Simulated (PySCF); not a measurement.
# PbN⁻: frontier orbitals

RHF at R = 2.026 Å; Pb aug-cc-pVDZ-PP with ECP60, N aug-cc-pVDZ; scalar-relativistic core potentials (PySCF 2.14). State: ¹Σ⁺ (singlet), closed shell. Only the outer orbitals are listed, counted within each symmetry, core potentials removing the inner ones.

```tsv
orbital	occ.	ε (eV)	on Pb (%)	main shells (%)
5σ	2	-19.18	19	81 N s, 13 Pb d
6σ	2	-9.67	75	72 Pb s, 16 N p, 8 N s
7σ	2	-3.43	43	55 N p, 29 Pb p, 13 Pb s
3π	2	-2.33	32	67 N p, 32 Pb p
3π	2	-2.33	32	67 N p, 32 Pb p
8σ	0	4.22	100	80 Pb p, 18 Pb s
4π	0	4.26	101	102 Pb p
4π	0	4.26	101	102 Pb p
```

Question: Which are the highest filled and the lowest empty level, where do they sit, and how wide is the gap?

Answer: Highest filled 3π at -2.33 eV (in %: 67 N p, 32 Pb p); lowest empty 8σ at 4.22 eV (in %: 80 Pb p, 18 Pb s); the gap at RHF is 6.55 eV. An empty level above zero is unbound, and its energy depends on the basis.

| Property | Result |
| --- | --- |
| bond order (Mayer) | 2.38 |
| ⟨S²⟩ | 0.000 |
| charge on Pb (Mulliken, basis-dependent) | 0.27 |
| charge on Pb (Löwdin, basis-dependent) | 0.21 |
| dipole moment (positive dipole points towards N; it is taken about the centre of mass and depends on that origin) | -7.26 D |
| polarisability along the bond | 114.0 bohr³ |
| polarisability across the bond | 84.1 bohr³ |

Shares are Mulliken populations and can fall outside 0 to 100 %.

These are scalar-relativistic numbers at best; spin–orbit coupling would shift them, the dissociation energy most. The restricted Hartree–Fock solution is unstable towards spin polarisation at this distance.
